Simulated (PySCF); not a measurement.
**Hf²⁺: excitation energy**

Hf²⁺ [Xe] 4f14 5d2 (3F) → Hf²⁺ [Xe] 4f14 5d1 6s1 (3D), as a difference of total energies. Calculation: PySCF 2.14, in ANO-RCC-VTZP; scalar relativity by spin-free X2C-1e. The calculations carry no spin-orbit coupling.

```tsv
method	excitation energy (eV)
UHF	0.349
PW91	0.005
```

The basis was made for the ground configuration and has no added diffuse functions, so the excitation energy can come out too high.
